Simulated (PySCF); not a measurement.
**Pt: excitation energy**

Pt [Xe] 4f14 5d9 6s1 (3D) → Pt [Xe] 4f14 5d8 6s1 6p1 (high-spin determinant), as a difference of total energies. Computed with PySCF 2.14 in def2-TZVPPD with the def2 core potential (60 electrons), with scalar relativity through the core potential. Correlated levels: valence: 5s2 5p6 frozen; valence and next inner shell: nothing frozen outside the core potential. The calculations carry no spin-orbit coupling.

```
                                method  excitation energy (eV)
                                   UHF                   3.249
                                   LDA                   5.502
                                   PBE                   5.164
                                  PBE0                   4.891
                                r2SCAN                   4.707
                                  BP86                   5.184
                                 M06-L                   5.255
                                 HSE06                   4.895
                               LC-wPBE                   4.643
                         MP2 (valence)                   4.989
                     SCS-MP2 (valence)                   5.035
    MP2 (valence and next inner shell)                   5.017
SCS-MP2 (valence and next inner shell)                   4.957
```

Problem. How much does correlation contribute at MP2 (valence and next inner shell)?

Solution. 5.017 − (3.249) = 1.768 eV, measured against UHF.

The determinant of the upper state mixes LS terms, which raises its energy above the lowest term, most at the Hartree-Fock and MP2 levels.
